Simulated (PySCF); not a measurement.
Input file for PySCF: R-M06-2X/def2-TZVPPD on CH4 (SMILES C).

```python
from pyscf import gto, dft

mol = gto.M(
    atom='''
    C     0.10011535    0.04827125   -0.37655289
    H     1.14705982    0.28507369   -0.56453862
    H    -0.50866659    0.43419237   -1.19349579
    H    -0.01936544   -1.03351848   -0.31961153
    H    -0.21394075    0.50107125    0.56259293
    ''',
    basis='def2-tzvppd',
    charge=0, spin=0, verbose=4, max_memory=1800)
mf = dft.RKS(mol, xc='m062x').density_fit(auxbasis='def2-universal-jkfit')
mf.grids.level = 4
mf.conv_tol = 1e-9
mf.max_cycle = 150
mf.kernel()
mf.dip_moment()
```

Program output:

```
PySCF version 2.14.0

[INPUT] verbose = 4
[INPUT] num. atoms = 5
[INPUT] num. electrons = 10
[INPUT] charge = 0
[INPUT] spin (= nelec alpha-beta = 2S) = 0
[INPUT] symmetry False subgroup None
[INPUT] Mole.unit = angstrom
[INPUT] Symbol           X                Y                Z      unit          X                Y                Z       unit  Magmom
[INPUT]  1 C      0.100115350000   0.048271250000  -0.376552890000 AA    0.189190592365   0.091219442190  -0.711581833513 Bohr   0.0
[INPUT]  2 H      1.147059820000   0.285073690000  -0.564538620000 AA    2.167628908293   0.538711199419  -1.066823378540 Bohr   0.0
[INPUT]  3 H     -0.508666590000   0.434192370000  -1.193495790000 AA   -0.961240543816   0.820504664676  -2.255380173921 Bohr   0.0
[INPUT]  4 H     -0.019365440000  -1.033518480000  -0.319611530000 AA   -0.036595377882  -1.953066871877  -0.603978257953 Bohr   0.0
[INPUT]  5 H     -0.213940750000   0.501071250000   0.562592930000 AA   -0.404289424384   0.946887431393   1.063146557317 Bohr   0.0

nuclear repulsion = 13.4417750396598
number of shells = 41
number of NR pGTOs = 128
number of NR cGTOs = 105
basis = def2-tzvppd
ecp = {}


******** <class 'pyscf.df.df_jk.DFRKS'> ********
method = DFRKS
initial guess = minao
damping factor = 0
level_shift factor = 0
DIIS = <class 'pyscf.scf.diis.CDIIS'>
diis_start_cycle = 1
diis_space = 8
diis_damp = 0
SCF conv_tol = 1e-09
SCF conv_tol_grad = None
SCF max_cycles = 150
direct_scf = False
XC library pyscf.dft.libxc version 7.1.2
    S. Lehtola, C. Steigemann, M. J. T. Oliveira, and M. A. L. Marques,  SoftwareX 7, 1–5 (2018)
XC functionals = m062x
    Y. Zhao and D. G. Truhlar,  Theor. Chem. Acc. 120, 215 (2008)
    Y. Zhao and D. G. Truhlar,  Theor. Chem. Acc. 120, 215 (2008)
radial grids:
    Treutler-Ahlrichs [JCP 102, 346 (1995); DOI:10.1063/1.469408] (M4) radial grids

becke partition: Becke, JCP 88, 2547 (1988); DOI:10.1063/1.454033
pruning grids: <function nwchem_prune>
grids dens level: 4
symmetrized grids: False
atomic radii adjust function: <function treutler_atomic_radii_adjust>
small_rho_cutoff = 0
Set gradient conv threshold to 3.16228e-05
Initial guess from minao.
tot grids = 91440
******** <class 'pyscf.df.df.DF'> ********
auxbasis = def2-universal-jkfit
init E= -40.3287480047145
  HOMO = -0.459691563845216  LUMO = 0.00700276666383814  gap/eV = 12.69940
cycle= 1 E= -40.4915509823849  delta_E= -0.163  |g|= 0.207  |ddm|= 1.18
  HOMO = -0.422327529406701  LUMO = 0.0276257363744037  gap/eV = 12.24385
cycle= 2 E= -40.4953076400922  delta_E= -0.00376  |g|= 0.166  |ddm|= 0.217
  HOMO = -0.457695855847732  LUMO = 0.0242227488382909  gap/eV = 13.11367
cycle= 3 E= -40.5019434334894  delta_E= -0.00664  |g|= 0.00946  |ddm|= 0.0845
  HOMO = -0.455368132429635  LUMO = 0.0244864620216489  gap/eV = 13.05751
cycle= 4 E= -40.5019663092898  delta_E= -2.29e-05  |g|= 0.000508  |ddm|= 0.0144
  HOMO = -0.455271965660781  LUMO = 0.0244942533568882  gap/eV = 13.05510
cycle= 5 E= -40.5019664128956  delta_E= -1.04e-07  |g|= 3.75e-05  |ddm|= 0.00193
  HOMO = -0.455274932523162  LUMO = 0.0244926654394497  gap/eV = 13.05514
cycle= 6 E= -40.501966413659  delta_E= -7.63e-10  |g|= 4.65e-06  |ddm|= 0.000243
  HOMO = -0.455275800472919  LUMO = 0.0244924348190949  gap/eV = 13.05516
Extra cycle  E= -40.5019664136658  delta_E= -6.85e-12  |g|= 2.24e-06  |ddm|= 2.21e-05
converged SCF energy = -40.5019664136658
Dipole moment(X, Y, Z, Debye):  0.00105, -0.00140, -0.00227
```

The calculation finished and met its thresholds.

Cost: roughly 7 core-seconds.
